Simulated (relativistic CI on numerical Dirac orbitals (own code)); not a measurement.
**Hyperfine structure of Ta67+, mass number 181**

Computed by Dirac-Coulomb-Breit CI, KLI orbitals optimised for each configuration, model QED (radiative potential, 1s self-energy scaled to tabulated hydrogen-like ionisation energies), unscaled Slater integrals (own radial code, finite nucleus).

Configuration list (outside the closed core 1s2): 2s2 2p2, 2s 2p3, 2p4, 2p3 3s, 2p3 3p, 2p3 3d, 2s2 2p 3s, 2s2 2p 3p, 2s2 2p 3d, 2s 2p2 3s, 2s 2p2 3p, 2s 2p2 3d, 2s2 2p 4s, 2s2 2p 4p, 2s2 2p 4d, 2s2 2p 4f. Levels of other configurations are missing.

Nuclear spin I = 7/2, μ = 2.365 μN, Q = 3.17 b (tables of Stone and Pyykkö). The electronic factors are computed for point nuclear moments, without core polarisation or the Bohr-Weisskopf and QED corrections.

```csv
Level,E (eV),A (GHz),B (GHz)
2s2 2p2 3P_1,1325.69,-523.4,2540
2s2 2p2 1D_2,1344.08,1627,4810
2s2 2p2 3P_2,2693.23,558.5,270
2s 2p3 5S°_2,2918.86,2966,779
2s 2p3 3D°_3,2963.57,3689,-11.9
2s 2p3 3S°_1,3048.08,-3620,-1480
2s 2p3 1D°_2,3057.58,-289.8,-511
2s 2p3 3P°_1,3061.71,9404,839
```

Levels with J = 0, under 50 % of one LS term, or S terms without an open s electron are left out. Small factors come from cancelling terms and can be off by tens of per cent or more.

At this charge energies of transitions that change n are usually good to better than 1 %, and those within a shell (Δn = 0) to a few per cent.

(1) Give the hyperfine levels of 2s2 2p2 1D_2 relative to its centre of gravity.

## Answers

(1) With K = F(F + 1) − I(I + 1) − J(J + 1), E = AK/2 + B[¾K(K + 1) − I(I + 1)J(J + 1)]/[2I(2I − 1)J(2J − 1)]: F = 3/2: -12070, F = 5/2: -10150, F = 7/2: -6255, F = 9/2: 809, F = 11/2: 12590 GHz.

LS names give the leading component of a level, which can be under half, so a name can repeat, a term be missing and a line seem to break the LS rules.
